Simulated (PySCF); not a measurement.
# Electronic structure of Mg²⁺ (magnesium, charge +2) at the UHF level

Configuration: [Ne], closed-shell 1S. Computed with PySCF 2.14 in x2c-QZVPPall with one added diffuse shell each of s, p, d, f type (10s7p6d3f, 82 functions), with scalar relativity by spin-free X2C-1e.

```json
{
 "Total energy": "-199.136752 hartree",
 "One-electron energy": "-271.5396 hartree",
 "Hartree (Coulomb) energy": "88.1224 hartree",
 "Exchange energy": "-15.7195 hartree",
 "⟨S²⟩": "0.0000",
 "⟨L²⟩": "0.000",
 "Sum of ⟨r⟩": "5.721 bohr",
 "Sum of ⟨r²⟩": "4.710 bohr²",
 "Langevin diamagnetic susceptibility": "-3.73 ×10⁻⁶ cm³/mol"
}
```

| shell | electrons | mean orbital energy (eV) | rms radius, mean of both spins (bohr) |
| --- | --- | --- | --- |
| 1s | 2 | -1356.6 | 0.151 |
| 2s | 2 | -122.34 | 0.754 |
| 2p | 6 | -81.783 | 0.767 |
